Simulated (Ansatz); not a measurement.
Relaxation of C₂H₄OZn (8 atoms, charge 0, multiplicity 1), to a largest force component of 0.02 eV/Å in at most 50 steps.

These are results of Ansatz, RKS r2SCAN-D4/def2-SVP, not measurements.

```xyz
8
Properties=species:S:1:pos:R:3
C -0.068 0.889 0.064
C -0.510 -0.537 0.041
O 0.472 -1.290 -0.564
Zn 0.878 -2.150 -0.819
H 0.039 1.282 -1.006
H -0.929 1.544 0.518
H 0.846 1.079 0.637
H 0.877 -0.388 -0.532
```

Task: Where does it end, and by what steps?

Result: The forces met the threshold. After 37 steps the energy has fallen by 47.443 eV; Zn4 moved furthest, 1.63 Å. The start is strongly strained (largest force component 186 eV/Å), so its close contacts needn't be bonds. Parted: O3–Zn4, Zn4–H8.

| step | energy less start (eV) | largest force component (eV/Å) | accepted |
| --- | --- | --- | --- |
| 0 | 0.0000 | 186.326 | yes |
| 2 | -41.0330 | 20.839 | yes |
| 4 | -45.9758 | 2.503 | yes |
| 6 | -46.4725 | 1.289 | yes |
| 8 | -46.6994 | 1.566 | yes |
| 10 | -46.8667 | 0.239 | yes |
| 12 | -46.8851 | 0.356 | yes |
| 14 | -46.9227 | 0.504 | yes |
| 16 | -46.9386 | 0.947 | yes |
| 18 | -46.9992 | 1.338 | no |
| 20 | -47.0667 | 0.262 | yes |
| 22 | -47.1204 | 0.149 | yes |
| 24 | -47.2441 | 0.242 | yes |
| 26 | -47.3623 | 0.166 | yes |
| 28 | -47.3794 | 0.062 | yes |
| 30 | -47.3993 | 0.387 | yes |
| 32 | -47.4325 | 0.377 | yes |
| 34 | -47.4428 | 0.099 | yes |
| 36 | -47.4434 | 0.024 | yes |
| 37 | -47.4435 | 0.010 | yes |

```xyz
8
Properties=species:S:1:pos:R:3
C -0.320 0.622 0.000
C 0.187 -0.583 -0.733
O 1.463 -0.446 -1.075
Zn -0.223 -2.415 0.358
H -0.535 1.386 -0.773
H -1.258 0.432 0.541
H 0.415 1.077 0.702
H 1.877 0.355 -0.681
```

Time of the run: 91 s on 2 threads of AMD EPYC 9R14 (Zen 4), with other jobs on the host, peak memory 0.2 GiB.
